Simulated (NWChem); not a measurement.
# NaOH; SMILES [OH][Na]

Results from NWChem. Geometry: optimised at PBE0/def2-SVP. B3LYP is NWChem's, with the RPA form of VWN correlation.

Question: Taking B3LYP/def2-QZVP as the yardstick, which of these has the fewest basis functions while keeping “highest occupied level (eV)” within 0.2 eV of it: B3LYP/def2-TZVP; B3LYP/def2-SVPD; B3LYP/def2-TZVPP; B3LYP/def2-SVP?

Answer: B3LYP/def2-SVPD.
```csv
level,basis functions,highest occupied level (eV)
B3LYP/def2-SVP,34,-4.56
B3LYP/def2-SVPD,49,-5.08
B3LYP/def2-TZVP,69,-4.91
B3LYP/def2-TZVPP,77,-4.93
B3LYP/def2-QZVP,133,-5.03
```

The yardstick is one finite set, not the basis-set limit.
